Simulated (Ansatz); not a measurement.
Name a neutral molecule of As, N and H with size of the dipole moment (PBE/def2-TZVPP) between 1.05 and 1.35 D and vertical ionisation energy (CCSD(T)/def2-TZVPP) between 9.80 and 10.10 eV (Ansatz, PBE0-D4/def2-TZVP geometry).

`N[AsH2]` (1.27 D, 9.97 eV). Other molecules can fit too; these were computed, each in one conformer that needn't be the lowest.
